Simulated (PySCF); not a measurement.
SCF from a fresh guess for singlet SrCl2, at the PBE0 minimum. PySCF input:

```python
from pyscf import gto, scf, dft
mol = gto.M(atom='''
Sr    -0.000000    -0.327909    -0.000000
Cl     0.000000     0.451721     2.483172
Cl     0.000000     0.451721    -2.483172''',
    basis={'Sr': 'def2-TZVP', 'Cl': 'def2-TZVP'},
    ecp={'Sr': 'def2-TZVP'},
    charge=0, spin=0)
mf = dft.RKS(mol, xc='PBE0')
mf.grids.atom_grid = (50, 194)
aux = {'Sr': 'def2-universal-JKFIT', 'Cl': 'def2-universal-JKFIT'}
mf = mf.density_fit(auxbasis=aux)
mf.conv_tol = 1e-08
mf.diis_space = 10
mf.max_cycle = 60
mf.init_guess = 'minao'
mf.verbose = 4
mf.kernel()
```

Excerpt of the output (cycles and frontier levels):

```
init E= -949.249917550229
  HOMO = -0.490934433397229  LUMO = -0.257151280264262  gap/eV = 6.36156
cycle= 1 E= -950.927920089638  delta_E= -1.68  |g|= 0.502  |ddm|=  2.7
  HOMO = -0.214683586237492  LUMO = -0.0599365819302993  gap/eV = 4.21088
cycle= 2 E= -950.960412056659  delta_E= -0.0325  |g|= 0.44  |ddm|= 1.13
  HOMO = -0.289580328897096  LUMO = -0.0761153839758515  gap/eV = 5.80868
cycle= 3 E= -951.005080347401  delta_E= -0.0447  |g|= 0.0537  |ddm|= 0.428
  HOMO = -0.288664128605397  LUMO = -0.0816628816353941  gap/eV = 5.63279
cycle= 4 E= -951.005548126042  delta_E= -0.000468  |g|= 0.0187  |ddm|= 0.0691
  HOMO = -0.290229449005501  LUMO = -0.080407828246063  gap/eV = 5.70954
cycle= 5 E= -951.005651010407  delta_E= -0.000103  |g|= 0.00222  |ddm|= 0.0185
  HOMO = -0.290292870636833  LUMO = -0.0803528244488236  gap/eV = 5.71276
cycle= 6 E= -951.005652479881  delta_E= -1.47e-06  |g|= 0.000613  |ddm|= 0.00273
  HOMO = -0.290277971690508  LUMO = -0.0803928347467958  gap/eV = 5.71127
cycle= 7 E= -951.005652584603  delta_E= -1.05e-07  |g|= 0.000143  |ddm|= 0.000553
  HOMO = -0.290270590535489  LUMO = -0.0803936775948482  gap/eV = 5.71104
cycle= 8 E= -951.005652590645  delta_E= -6.04e-09  |g|= 3.73e-05  |ddm|= 0.000165
  HOMO = -0.290273974292487  LUMO = -0.0803903235246368  gap/eV = 5.71123
Extra cycle  E= -951.00565259079  delta_E= -1.45e-10  |g|= 3.68e-05  |ddm|= 8.2e-05
converged SCF energy = -951.00565259079
```

No lower solution of this spin was found by a stability analysis within the restricted form, which does not test spin polarisation.

The search for the lowest solution, with the stability check, took 4.6 s on 2 threads of a shared Arm Neoverse N1 host, with 107 basis functions; the process peaked at 0.33 GiB. Launch command: `OMP_NUM_THREADS=2 python axn.py task.json out`.
